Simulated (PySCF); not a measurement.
## Electron correlation in Sm⁴⁸⁺ (samarium, charge +48)

[Ne] 3s2 3p2, high-spin 3P determinant. All numbers are calculated (PySCF 2.14, no relativity, point nucleus, in an uncontracted even-tempered set (16 s from 10 bohr⁻², ratio 2.5; 10 p from 14 bohr⁻², ratio 2.5; 4 d from 54 bohr⁻², ratio 2.7; 4 f from 80 bohr⁻², ratio 2.7)). Frozen: 1s2; 12 electrons correlated; the 17 highest virtual orbitals of each spin left out.

```csv
level,correlation energy (mhartree)
CCSD,-535.14
(T),-1.38
CCSD(T),-536.52
```

Diagnostics: T1 = 0.00082, D1 = 0.0036, largest double amplitude 0.082.

A non-relativistic calculation at this Z misses sizeable relativistic shifts. Spin-orbit coupling is strong in this species (close to jj coupling), so the high-spin LS determinant is a model state, not a physical level.

Cost of the coupled-cluster step: of the order of 50 core-seconds, for 12 correlated electrons.

At this charge a non-relativistic calculation is a model, useful for the Z dependence of the correlation energy.

Spin-orbit coupling is strong in this species, so the high-spin LS determinant is a model state.
